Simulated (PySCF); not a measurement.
C$_{2}$H$_{2}$N, charge -1, singlet, at a GFN2-xTB geometry. Base run: CCSD(T)/3-21G run with PySCF.

PySCF was given this input:
```python
from pyscf import gto, scf, cc

mol = gto.Mole()
mol.atom = '''
    C     0.002395   -0.057386   -1.174303
    C    -0.000305   -0.009406    0.173456
    N    -0.002974    0.152823    1.341041
    H     0.922982   -0.331997   -1.689352
    H    -0.914707   -0.337015   -1.692856
'''
mol.basis = '3-21g'
mol.charge = -1
mol.spin = 0
mol.verbose = 3
mol.build()

mf = scf.RHF(mol)
mf.kernel()

mycc = cc.CCSD(mf)
mycc.kernel()
et = mycc.ccsd_t()
print('E(CCSD(T)) = %.10f' % (mycc.e_tot + et))
```

The base run was repeated with changes; each row names its change, and settings that it needs were set with it.

| change | ΔE vs base (mEh) | MP2 correlation (Eh) | CC correlation without the perturbative part (Eh) | basis functions |
|---|---|---|---|---|
| base | 0.000 | -0.29024 | -0.30027 | 31 |
| method = mp2 | ? | -0.29024 | - | 31 |
| density fitting = JK and correlation | 0.081 | -0.29018 | -0.30025 | 31 |
| cc.diis_space = 10 | 0.000 | -0.29024 | -0.30027 | 31 |
| frozen = 2 | ? | ? | ? | 31 |
| frozen = 4 | ? | ? | ? | 31 |
| cc.iterative_damping = 0.8 | 0.000 | -0.29024 | -0.30027 | 31 |
| cc.level_shift = 0.2 | 0.000 | -0.29024 | -0.30027 | 31 |
| cc.conv_tol = 1e-9 | 0.000 | -0.29024 | -0.30027 | 31 |
| method = ccsd | 11.076 | -0.29024 | -0.30027 | 31 |

Task: Complete the blanks.

Result: 
- method = mp2, ΔE vs base (mEh): 21.106
- frozen = 2, ΔE vs base (mEh): 3.090
- frozen = 2, MP2 correlation (Eh): -0.28696
- frozen = 2, CC correlation without the perturbative part (Eh): -0.29724
- frozen = 4, ΔE vs base (mEh): 48.484
- frozen = 4, MP2 correlation (Eh): -0.24054
- frozen = 4, CC correlation without the perturbative part (Eh): -0.25312
